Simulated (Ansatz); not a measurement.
Isolated molecules relaxed with PBE0-D4/def2-TZVP in Ansatz; ΔE leaves out vibrations. CCSD(T)/CBS adds triple-zeta CCSD(T) − MP2 to the extrapolated MP2 energy (def2 sets, frozen cores). This one scheme is used for every species. DFT in def2-TZVPP. HSE06 is defined as in plane-wave codes. Elements past krypton have def2 core potentials. For Y outer-core shells are correlated without core-valence functions, which leaves a few kJ/mol of doubt a bond. Each species was taken in one conformer, which may not be the lowest.

Consider the ligand exchange at a Y–F bond: `C[N](C)[Y]([F])[N](C)C` + HCl → `C[N](C)[Y]([Cl])[N](C)C` + H–F.

```tsv
level	ΔE (kJ/mol)
r2SCANh-D4	-12.1
HSE06	-11.8
CCSD/def2-TZVPP	-15.9
MP2/def2-QZVPP	-19.1
```

Q: What does CCSD(T)/CBS give? (Estimate.)

A: The calculation gave: -16.2 kJ/mol. The listed levels differ from it by 4.1, 4.4, 0.3, -2.9 kJ/mol.

Largest T1 diagnostic among the species: 0.013.

At CCSD(T), def2-SVP lies +18.9 kJ/mol from the extrapolated value and def2-TZVPP +0.3 kJ/mol. From r2SCAN to r2SCAN0 (25 % exact exchange), in def2-TZVPP and without D4, ΔE moves by −7.7 kJ/mol.

CCSD(T)/CBS has its own doubt, a few kJ/mol and more with outer-core shells, so smaller differences from it don't rank the levels.
